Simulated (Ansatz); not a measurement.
[ICl4]- (ICl₄⁻), relaxed as a singlet with RKS PBE-D4/def2-SVPD in Ansatz, starting from the GFN2-xTB geometry. Force threshold 0.02 eV/Å.

In the def2 sets I takes a core potential; there is no spin–orbit coupling.

Start:

```csv
atom,x (Å),y (Å),z (Å)
I1,0.0003,-0.0043,-0.0020
Cl2,1.3003,1.8332,1.2039
Cl3,2.1701,-1.3017,-0.3580
Cl4,-1.3093,-1.8319,-1.2059
Cl5,-2.1615,1.3047,0.3619
```

**Question.** Estimate the energy that the relaxation releases and the steps that it takes.

**Answer.** 0.01 eV, in 3 steps; 3.5 s on 4 threads of Arm Neoverse V2 on a shared host. No frequencies were taken in this run, so the end may be a saddle point.

**Question.** Does the start keep its bonding and symmetry?

**Answer.** By distances, no bond broke or formed. The bond that changes most is I1–Cl4, from 2.55 to 2.57 Å (atoms count from 1). Point group D4h at the start, D4h at the end, both within 0.05 Å.

**Question.** Predict the relaxed structure.

**Answer.** 
```xyz
5

I     0.0000    0.0001    0.0000
Cl    1.3151    1.8483    1.2151
Cl    2.1824   -1.3141   -0.3632
Cl   -1.3149   -1.8483   -1.2151
Cl   -2.1826    1.3140    0.3631
```
Bond lengths: 4 × Cl–I 2.57 Å.
